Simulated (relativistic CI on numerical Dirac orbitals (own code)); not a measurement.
**What each ingredient does to the levels of Ta XIX**

Base calculation: Dirac-Coulomb-Breit CI, separate exchange-only KLI orbitals for each configuration, a model potential for QED, unscaled Slater integrals.

CI space (outside the closed core [Ar] 3d10 4d10): 4s²4p⁶4f⁹, 4s²4p⁶4f⁸5s, 4s²4p⁶4f⁷5s², 4s²4p⁶4f⁸6s, 4s²4p⁵4f¹⁰, 4s4p⁶4f¹⁰, 4p⁶4f¹¹. Levels of other configurations are missing.

Variants: (1) configuration mixing switched off. Shifts of the energy above 4s²4p⁶4f⁹ ⁶H°15/2, in cm⁻¹, for the lowest level and the first level of each name with at least 55 % of one term (blank where a level changes its place among those of its configuration and J or its character, or is not in the variant):

```csv
Level,Base,Δ(1)
4s²4p⁶4f⁹ ⁶H°15/2,0.0,0.0
4s²4p⁶4f⁹ ⁶H°13/2,10936.3,-39.8
4s²4p⁶4f⁹ ⁶H°11/2,16117.7,+221.2
4s²4p⁶4f⁹ ⁶F°11/2,19749.4,+265.6
4s²4p⁶4f⁹ ⁶H°9/2,22390.8,+195.6
4s²4p⁶4f⁹ ⁶H°7/2,25696.6,+204.5
4s²4p⁶4f⁹ ⁶F°7/2,27521.0,+515.6
4s²4p⁶4f⁹ ⁶H°5/2,28765.6,+175.8
4s²4p⁶4f⁹ ⁶F°5/2,31775.0,+442.5
4s²4p⁶4f⁹ ⁶F°3/2,32515.2,+502.0
4s²4p⁶4f⁹ ⁶F°1/2,34867.4,+388.1
4s²4p⁶4f⁹ ⁴G°11/2,46362.7,+1341.0
4s²4p⁶4f⁹ ⁴M°21/2,46436.8,+152.1
4s²4p⁶4f⁹ ⁴I°11/2,56497.7,+867.4
```

At this charge energies of transitions that change n are usually good to better than 1 %, and those within a shell (Δn = 0) to a few per cent. Terms inside the open d or f shell come out 10 to 20 % too wide with unscaled integrals.

Ionisation energy from the two ground configurations alone: base 454.05 eV. The NIST ASD value (theoretical) is 482 eV. The gap of more than 2 % comes from missing correlation, or from a tabulated value that is itself an estimate.

LS names give the leading component of a level, which can be under half, so a name can repeat, a term be missing and a line seem to break the LS rules.
